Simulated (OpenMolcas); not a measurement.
# Al⁺: from RASSCF to RASPT2

- Program: OpenMolcas 26.06
- Basis: ANO-RCC-VDZP [4s3p1d]
- Scalar Hamiltonian: DKH4, point nucleus
- Active space: 2 electrons in 9 orbitals (RAS2 3s 3p; RAS3 3d, at most 2 electrons)
- State averaging: 2S+1 = 3 even, 3 roots; 2S+1 = 1 even, 6 roots; 2S+1 = 3 odd, 3 roots; 2S+1 = 1 odd, 3 roots
- Spin-orbit coupling: state interaction with AMFI integrals over the reference wave functions, term energies averaged over their components

Methods on the same reference wave functions:
A. RASSCF
B. SS-RASPT2, IPEA 0.25 Eh, imaginary shift 0.1 Eh (closed shells correlated: 2s 2p)

Energies in cm-1 above 3s2 1S0, the measured ground level; measured values from NIST Handbook of Basic Atomic Spectroscopic Data.

```tsv
Level	A	B	Measured
3s2 1S0	0.0	0.0	0.0
3s 3p 3P* 0	35838	36286	37393
3s 3p 3P* 1	35889	36337	37454
3s 3p 3P* 2	35993	36441	37578
3s 3p 1P* 1	59938	59845	59852
3p2 1D2	87945	88509	85481
```

Deviations, from unrounded energies. A percentage is the sum of absolute deviations over the sum of measured energies, with the sign that they share, or ± where signs differ.

```tsv
Against measurement	Levels	A	B
mean absolute deviation (cm-1)	5	1500	1300
other configurations (%)	5	±2.8	±2.5
```

B lies closest to measurement on these levels. The largest miss of B in the table is 3p2 1D2, by +3000 cm-1. The ranking rests on the paired levels alone, and a cruder setting can come out closer through cancelling errors.

The lowest spin-free term lies below A's lowest term by 0.036 hartree in B.

Active for correlation alone: 3d; no level in the range computed is led by a configuration that fills it, so any true level of that kind is missing. Some terms mix strongly with configurations of 3d, whose occupation reaches 0.27 (3p2 1D). Without dynamic correlation excited terms often stand tens of per cent too high (terms of higher spin than the ground term too low), and those without a measured partner can miss by more than the paired ones (holds for A). Computed and measured levels are paired by configuration, term and J; levels that our copy of the source lacks, or whose pairing is in doubt (as where it misses far off the trend of its configuration), stay unpaired and out of the deviations. Only configurations of the active space appear. Levels that lie high or do not pair safely by name in every column are left out.

* marks odd parity.
